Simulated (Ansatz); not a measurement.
Molecule: sum formula SiN$_{2}$H$_{4}$F (charge 0, doublet). It need not be the lowest isomer of its formula. 
Geometry from a B3LYP-D3(BJ)/def2-TZVP (Ansatz, an electronic-structure program) optimisation:
```xyz
8

Si    -0.0201    -0.2796    -0.2846
F     -0.5060    -1.0636     1.0465
N     -0.9953     1.0349    -0.7665
N      1.4990     0.3791     0.1737
H     -1.8260     0.9077    -1.3199
H     -0.9969     1.9069    -0.2562
H      2.1056    -0.1458     0.7856
H      2.0265     0.9203    -0.4943
```
Charge 0, spin multiplicity 2.

Property: atomisation energy (electronic, to ground-state atoms), in kJ/mol. Cores are frozen in the correlated levels unless marked. UHF or UKS for open shells. Spin-orbit coupling is left out. No relativistic terms. The coupled-cluster limit lacks core correlation, which all-electron functionals hold. Basis-set limits of correlation are two-point, X^-3; Hartree-Fock from the larger set. The bracket is a focal-point correction in the basis named.

| level | program | atomisation energy (kJ/mol) |
|---|---|---|
| BLYP-D4/def2-TZVPD | Ansatz + dftd4 | ? |
| revPBE-D3(BJ)/def2-TZVPD | Ansatz + dftd3 | 2823.6 |
| revPBE/def2-TZVPD | Ansatz | 2788.4 |
| B3LYP-D3(BJ)/def2-TZVPD | Ansatz + dftd3 | 2865.7 |
| B3LYP-D4/def2-TZVPD | Ansatz + dftd4 | 2863.4 |
| LC-wPBE-D3(BJ)/def2-TZVPD | Ansatz + dftd3 | 2859.3 |
| B2GP-PLYP/def2-TZVPD | Ansatz | 2806.4 |
| CCSD/STO-3G | Ansatz | 2192.3 |
| RI-MP2/CBS(cc-pV(T+d)Z,cc-pV(Q+d)Z)+[CCSD(T)-MP2]/cc-pV(T+d)Z | Ansatz | 2857.9 |

**Question.** Complete the blanks.

**Answer.** 
- BLYP-D4/def2-TZVPD, atomisation energy (kJ/mol): 2881.3
